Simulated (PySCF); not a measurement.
PySCF input (CCSD(T)/cc-pVDZ):

```python
from pyscf import gto, scf, mp, cc as ccmod

mol = gto.M(
    atom='''
    C     0.06186245    0.03643669    0.98901506
    Cl    0.82908851   -1.25698079   -0.18100200
    Cl   -0.85092232    1.24412078   -0.16806214
    ''',
    basis='cc-pvdz',
    charge=-1,
    spin=1,
    verbose=4,
)

mf = scf.UHF(mol)
mf.conv_tol = 1e-10
mf.max_cycle = 100
mf.kernel()
mo, _, stable, _ = mf.stability(return_status=True)
if not stable:
    mf.kernel(mf.make_rdm1(mo, mf.mo_occ))
mp2 = mp.MP2(mf, frozen=11).run()
cc = ccmod.CCSD(mf, frozen=11)
cc.max_cycle = 100
cc.kernel()
et = cc.ccsd_t()
print(f'E(CCSD(T)) = {cc.e_tot + et:.9f}')
```

Output:

```
PySCF version 2.14.0

[INPUT] verbose = 4
[INPUT] num. atoms = 3
[INPUT] num. electrons = 41
[INPUT] charge = -1
[INPUT] spin (= nelec alpha-beta = 2S) = 1
[INPUT] symmetry False subgroup None
[INPUT] Mole.unit = angstrom
[INPUT] Symbol           X                Y                Z      unit          X                Y                Z       unit  Magmom
[INPUT]  1 C      0.061862450000   0.036436690000   0.989015060000 AA    0.116903087895   0.068855364986   1.868967596470 Bohr   0.0
[INPUT]  2 Cl     0.829088510000  -1.256980790000  -0.181002000000 AA    1.566750216924  -2.375349436939  -0.342044207999 Bohr   0.0
[INPUT]  3 Cl    -0.850922320000   1.244120780000  -0.168062140000 AA   -1.608010138080   2.351047540080  -0.317591416508 Bohr   0.0

nuclear repulsion = 107.413860292576
number of shells = 15
number of NR pGTOs = 108
number of NR cGTOs = 50
basis = cc-pvdz
ecp = {}

******** <class 'pyscf.scf.uhf.UHF'> ********
method = UHF
initial guess = minao
damping factor = 0
level_shift factor = 0
DIIS = <class 'pyscf.scf.diis.CDIIS'>
diis_start_cycle = 1
diis_space = 8
diis_damp = 0
SCF conv_tol = 1e-10
SCF conv_tol_grad = None
SCF max_cycles = 100
direct_scf = True
direct_scf_tol = 1e-13
number electrons alpha = 21  beta = 20
Set gradient conv threshold to 1e-05
init E= -956.53973561172
  alpha nocc = 21  HOMO = -0.0361544618781804  LUMO = 0.0819953481318503
  beta  nocc = 20  HOMO = -0.282241042496215  LUMO = -0.0361544618781804

WARN: HOMO -0.0361544618781804 >= LUMO -0.0361544618781804

cycle= 1 E= -956.752089695522  delta_E= -0.212  |g|= 0.281  |ddm|= 1.28
  alpha nocc = 21  HOMO = -0.13449749579457  LUMO = 0.348254325481831
  beta  nocc = 20  HOMO = -0.154707399038386  LUMO = 0.281443201373998
  HOMO = -0.134497495795  LUMO = 0.281443201374  gap/eV = 11.31832
cycle= 2 E= -956.793430717209  delta_E= -0.0413  |g|= 0.166  |ddm|= 0.47
  alpha nocc = 21  HOMO = -0.114012668986731  LUMO = 0.387919900550933
  beta  nocc = 20  HOMO = -0.134932133253655  LUMO = 0.348674582640672
  HOMO = -0.114012668987  LUMO = 0.348674582641  gap/eV = 12.59036
cycle= 3 E= -956.809919268069  delta_E= -0.0165  |g|= 0.0351  |ddm|= 0.159
  alpha nocc = 21  HOMO = -0.134707097251579  LUMO = 0.387211141290007
  beta  nocc = 20  HOMO = -0.145881595548165  LUMO = 0.351793997878487
  HOMO = -0.134707097252  LUMO = 0.351793997878  gap/eV = 13.23837
cycle= 4 E= -956.81213901179  delta_E= -0.00222  |g|= 0.0127  |ddm|= 0.0937
  alpha nocc = 21  HOMO = -0.132998711585901  LUMO = 0.392935313514063
  beta  nocc = 20  HOMO = -0.142671247007254  LUMO = 0.359070464301404
  HOMO = -0.132998711586  LUMO = 0.359070464301  gap/eV = 13.38988
cycle= 5 E= -956.812448441493  delta_E= -0.000309  |g|= 0.00526  |ddm|= 0.0344
  alpha nocc = 21  HOMO = -0.133586213264587  LUMO = 0.392937077548672
  beta  nocc = 20  HOMO = -0.143591842144713  LUMO = 0.359824004995747
  HOMO = -0.133586213265  LUMO = 0.359824004996  gap/eV = 13.42638
cycle= 6 E= -956.812514551564  delta_E= -6.61e-05  |g|= 0.00178  |ddm|= 0.0197
  alpha nocc = 21  HOMO = -0.133561768041075  LUMO = 0.393296301231705
  beta  nocc = 20  HOMO = -0.144312535457134  LUMO = 0.360049492469895
  HOMO = -0.133561768041  LUMO = 0.36004949247  gap/eV = 13.43185
cycle= 7 E= -956.812522421653  delta_E= -7.87e-06  |g|= 0.000639  |ddm|= 0.00694
  alpha nocc = 21  HOMO = -0.133558823261022  LUMO = 0.393345460851847
  beta  nocc = 20  HOMO = -0.144548959842014  LUMO = 0.360088696822162
  HOMO = -0.133558823261  LUMO = 0.360088696822  gap/eV = 13.43283
cycle= 8 E= -956.812523467151  delta_E= -1.05e-06  |g|= 0.000312  |ddm|= 0.00256
  alpha nocc = 21  HOMO = -0.13358498980172  LUMO = 0.393330794877885
  beta  nocc = 20  HOMO = -0.144682872762655  LUMO = 0.360063650568898
  HOMO = -0.133584989802  LUMO = 0.360063650569  gap/eV = 13.43286
cycle= 9 E= -956.812523797674  delta_E= -3.31e-07  |g|= 0.000166  |ddm|= 0.00161
  alpha nocc = 21  HOMO = -0.133614435602435  LUMO = 0.393313090138279
  beta  nocc = 20  HOMO = -0.144734026136377  LUMO = 0.360055294118882
  HOMO = -0.133614435602  LUMO = 0.360055294119  gap/eV = 13.43344
cycle= 10 E= -956.812523916035  delta_E= -1.18e-07  |g|= 0.000109  |ddm|= 0.000872
  alpha nocc = 21  HOMO = -0.133626134080237  LUMO = 0.393297019765793
  beta  nocc = 20  HOMO = -0.144763501210404  LUMO = 0.360054292927789
  HOMO = -0.13362613408  LUMO = 0.360054292928  gap/eV = 13.43373
cycle= 11 E= -956.812523991657  delta_E= -7.56e-08  |g|= 4.49e-05  |ddm|= 0.000954
  alpha nocc = 21  HOMO = -0.133628951724907  LUMO = 0.393276894001098
  beta  nocc = 20  HOMO = -0.144779711838467  LUMO = 0.360046908900243
  HOMO = -0.133628951725  LUMO = 0.3600469089  gap/eV = 13.43360
cycle= 12 E= -956.812524004383  delta_E= -1.27e-08  |g|= 9.51e-06  |ddm|= 0.000498
  alpha nocc = 21  HOMO = -0.13362644546177  LUMO = 0.393275938943742
  beta  nocc = 20  HOMO = -0.144780490715041  LUMO = 0.360048939679028
  HOMO = -0.133626445462  LUMO = 0.360048939679  gap/eV = 13.43359
cycle= 13 E= -956.812524004687  delta_E= -3.04e-10  |g|= 2.72e-06  |ddm|= 7e-05
  alpha nocc = 21  HOMO = -0.133626397761321  LUMO = 0.393274857488737
  beta  nocc = 20  HOMO = -0.14478157551693  LUMO = 0.360048917209426
  HOMO = -0.133626397761  LUMO = 0.360048917209  gap/eV = 13.43359
cycle= 14 E= -956.812524004705  delta_E= -1.8e-11  |g|= 8.59e-07  |ddm|= 1.34e-05
  alpha nocc = 21  HOMO = -0.133626088326223  LUMO = 0.393274996230328
  beta  nocc = 20  HOMO = -0.144781477028137  LUMO = 0.360049099857317
  HOMO = -0.133626088326  LUMO = 0.360049099857  gap/eV = 13.43359
Extra cycle  E= -956.812524004703  delta_E= 2.05e-12  |g|= 4.52e-07  |ddm|= 1.55e-06
converged SCF energy = -956.812524004703  <S^2> = 0.76644161  2S+1 = 2.0163746
uhf_internal: lowest eigs of H = [0.19215066 0.21375427 0.22690008]
<class 'pyscf.scf.uhf.UHF'> wavefunction is stable in the internal stability analysis

******** <class 'pyscf.mp.ump2.UMP2'> ********
nocc = (np.int64(10), np.int64(9)), nmo = (39, 39)
frozen orbitals 11
E(UMP2) = -957.188511217927  E_corr = -0.37598721322462
E(SCS-UMP2) = -957.175180379669  E_corr = -0.362656374966167
E_corr(same-spin) = -0.102148016426974
E_corr(oppo-spin) = -0.273839196797646

******** <class 'pyscf.cc.uccsd.UCCSD'> ********
CC2 = 0
CCSD nocc = (np.int64(10), np.int64(9)), nmo = (39, 39)
frozen orbitals 11
max_cycle = 100
direct = 0
conv_tol = 1e-07
conv_tol_normt = 1e-06
diis_space = 6
diis_start_cycle = 0
diis_start_energy_diff = 1e+09
Init t2, MP2 energy = -0.375987211393028
Init E_corr(UCCSD) = -0.375987211393233
cycle = 1  E_corr(UCCSD) = -0.397658558691054  dE = -0.0216713473  norm(t1,t2) = 0.0800808
cycle = 2  E_corr(UCCSD) = -0.406823454080208  dE = -0.00916489539  norm(t1,t2) = 0.0266843
cycle = 3  E_corr(UCCSD) = -0.408324508335292  dE = -0.00150105426  norm(t1,t2) = 0.0154191
cycle = 4  E_corr(UCCSD) = -0.410391689493231  dE = -0.00206718116  norm(t1,t2) = 0.00745741
cycle = 5  E_corr(UCCSD) = -0.410196367452571  dE = 0.000195322041  norm(t1,t2) = 0.00282225
cycle = 6  E_corr(UCCSD) = -0.41019941742929  dE = -3.04997672e-06  norm(t1,t2) = 0.00095852
cycle = 7  E_corr(UCCSD) = -0.410234573693108  dE = -3.51562638e-05  norm(t1,t2) = 0.00047544
cycle = 8  E_corr(UCCSD) = -0.410235351269924  dE = -7.77576817e-07  norm(t1,t2) = 0.000213741
cycle = 9  E_corr(UCCSD) = -0.41023103050116  dE = 4.32076876e-06  norm(t1,t2) = 0.000115313
cycle = 10  E_corr(UCCSD) = -0.410230514208291  dE = 5.16292869e-07  norm(t1,t2) = 3.68844e-05
cycle = 11  E_corr(UCCSD) = -0.410230493769731  dE = 2.04385593e-08  norm(t1,t2) = 1.52839e-05
cycle = 12  E_corr(UCCSD) = -0.41023045281834  dE = 4.09513909e-08  norm(t1,t2) = 6.38481e-06
cycle = 13  E_corr(UCCSD) = -0.41023041877288  dE = 3.40454606e-08  norm(t1,t2) = 3.12622e-06
cycle = 14  E_corr(UCCSD) = -0.410230333730683  dE = 8.50421967e-08  norm(t1,t2) = 1.48575e-06
cycle = 15  E_corr(UCCSD) = -0.410230318977133  dE = 1.47535504e-08  norm(t1,t2) = 8.5168e-07
UCCSD converged
E(UCCSD) = -957.22275432368  E_corr = -0.4102303189771327
UCCSD(T) correction = -0.0116219419590335
E(CCSD(T)) = -957.234376266
```
